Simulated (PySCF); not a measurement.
Species: C6H11N3.
Atom-mapped SMILES: `[CH3:1][C:2]([CH3:3])([CH3:4])[c:5]1[n:6][cH:7][nH:8][n:9]1`

Geometry (GFN2-xTB, Å), atoms numbered from 1 in this order:
```xyz
20
C6H11N3 angstrom
C     -1.500    0.419   -1.072
C     -0.702   -0.143    0.112
C     -0.878   -1.665    0.170
C     -1.174    0.495    1.417
C      0.747    0.161   -0.104
N      1.502    0.897    0.750
C      2.684    0.919    0.193
N      2.659    0.222   -0.958
N      1.425   -0.263   -1.152
H     -1.143   -0.018   -2.001
H     -2.556    0.186   -0.954
H     -1.386    1.499   -1.129
H     -1.928   -1.914    0.301
H     -0.316   -2.079    1.004
H     -0.518   -2.116   -0.751
H     -2.228    0.279    1.580
H     -1.035    1.572    1.382
H     -0.599    0.109    2.254
H      3.552    1.409    0.581
H      3.390    0.041   -1.628
```

Definitions: NICS(0) = −σiso at the ring centroid; NICS(1) = −σiso and NICS(1)zz = −σzz at ±1 Å along the ring normal z. Level: GIAO PBE0/pcSseg-1 (PySCF, non-relativistic, gas phase) on the GFN2-xTB geometry, one conformer.

Ring bond lengths (Å), with Mayer bond orders in brackets: C5–N6 1.357 (1.35), N6–C7 1.307 (1.59), C7–N8 1.346 (1.21), N8–N9 1.340 (1.17), N9–C5 1.317 (1.55).

Task: Give the NICS values of each ring in ppm.

Result: 
```json
{"ring": "C5–N6–C7–N8–N9", "type": "5-membered ring with 3 N; formal bonds all aromatic", "NICS(0)": "-13.2", "NICS(1), two faces": "-12.2 / -12.2", "NICS(1)zz, two faces": "-31.9 / -31.9", "rms pucker (Å)": "0.00", "centre to ring atoms, mean (Å)": "1.13"}
```

Task: What do they say, and how far can they be read as aromaticity?

Result: 
- C5–N6–C7–N8–N9: mean NICS(1)zz -31.9 ppm, shielded. For a flat ring without four-coordinate atoms the NICS criterion counts such a value as aromatic.

Task: How equal are the bonds by HOMA? Use HOMA with the parameters of Krygowski (1993).

Result: 
- C5–N6–C7–N8–N9: HOMA 0.94; the largest term is that of N8–N9, α(R − Ropt)² = 0.12. The geometric and the magnetic index point the same way.

Task: What field does 14.1 T along the ring normal induce along that normal at the first NICS(1) probe listed for ring C5–N6–C7–N8–N9, 1 Å off the ring?

Result: NICSzz × B0 = -31.9 ppm × 14.1 T = -450 μT, against the applied field.
